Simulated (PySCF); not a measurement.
Radial density of Cr⁺ (chromium, charge +1)

UHF, [Ar] 3d4 4p1, one real determinant (an excited configuration). All numbers are calculated (PySCF 2.14, the non-relativistic Hamiltonian (point nucleus), in aug-cc-pwCVTZ (10s9p7d4f3g, 127 functions)).

```
r (bohr)  4πr²ρ (e/bohr)  4πr²(ρα − ρβ)
0.000867         0.08443         0.0000
 0.00146          0.2321         0.0000
 0.00245          0.6263        -0.0001
 0.00413           1.635        -0.0002
 0.00694           4.042        -0.0005
  0.0117           9.119        -0.0010
  0.0196           17.66        -0.0019
  0.0330           26.61        -0.0026
  0.0556           27.56        -0.0018
  0.0935           21.91         0.0040
   0.157           28.05         0.0599
   0.264           27.61         0.4523
   0.445           10.94         1.7559
   0.748           13.32         3.2340
    1.26           6.988         2.3469
    2.12           1.090         0.8015
    3.56          0.3513         0.3501
    5.99         0.06541         0.0654
    10.1       0.0008433         0.0008
```

⟨L²⟩ = 8.02 against 12 for a pure F term, so this real determinant mixes terms.

Problem. Where is the radial spin density 4πr²(ρα − ρβ) most negative, and why is it negative at all?

Solution. Around r = 0.0330 bohr, down to -0.0026 e/bohr: exchange with the open shell polarises the paired shells in an unrestricted calculation.
